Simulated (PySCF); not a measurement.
## Ionisation energy of C²⁺ by level of theory

C²⁺ [He] 2s2 → C³⁺ [He] 2s1 [2s1/2^1, M_J = 1/2], as a difference of total energies. Calculation: PySCF 2.14, in x2c-TZVPPall-2c; the two-component X2C-1e Hamiltonian. Correlated levels: 1s2 frozen. "Screened" scales the spin-orbit matrix elements by Boettger's factors to mimic the two-electron term; Breit and QED terms are absent.

```json
{"method": "GHF (screened spin-orbit)", "ionisation energy (eV)": "45.795"}
{"method": "GMP2 (screened spin-orbit)", "ionisation energy (eV)": "46.952"}
```

Task: How much does correlation contribute at GMP2 (screened spin-orbit)?

Result: 46.952 − (45.795) = 1.157 eV, measured against GHF (screened spin-orbit).

Errors of the correlated levels include the incompleteness of this basis and the frozen core.

MP2 underrates the near-degeneracy of ns² with np² in the lower species.

For comparison: 47.888 eV (measured; NIST Atomic Spectra Database, ionization energies).
